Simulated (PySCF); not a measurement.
## CaI: from constants to spectrum

UHF-CCSD(T) constants of CaI, ²Σ⁺ (doublet), unpaired electrons σ ↑ (PySCF, spin-free X2C with a Gaussian nucleus, basis sets Ca x2c-SVPall, I x2c-SVPall; masses 39.9626 and 126.9045 u):

| Item | Value |
| --- | --- |
| ωe | 230.6 cm⁻¹ |
| ωexe | 0.532 cm⁻¹ |
| Be | 0.066436 cm⁻¹ |
| αe | 0.000246 cm⁻¹ |
| De to Ca + I | 2.69 eV |

Question: What force constant and bond length do these constants imply?

Answer: Reduced mass μred = 30.392 u; k = 5.8918×10⁻⁷·μred·ωe² (u, cm⁻¹, mdyn/Å) = 0.952 mdyn/Å; Re = √(16.8576/(μred·Be)) (u, cm⁻¹, Å) = 2.889 Å.

Question: Estimate the centrifugal constant D from the Kratzer relation and find the Dunham coefficient a1.

Answer: D = 4Be³/ωe² = 2.21e-08 cm⁻¹; a1 = −1 − αeωe/(6Be²) = -3.14.

Correlated steps freeze 23 core orbitals. Correlated levels converge slowly with the basis: in double zeta they bind strong bonds too weakly, by up to about 1 eV, and carry superposition errors of some tenths. These are scalar-relativistic numbers at best; spin–orbit coupling would shift them, the dissociation energy most. The state is the lowest determinant that a PBE0 search found; another state may lie lower at other levels.
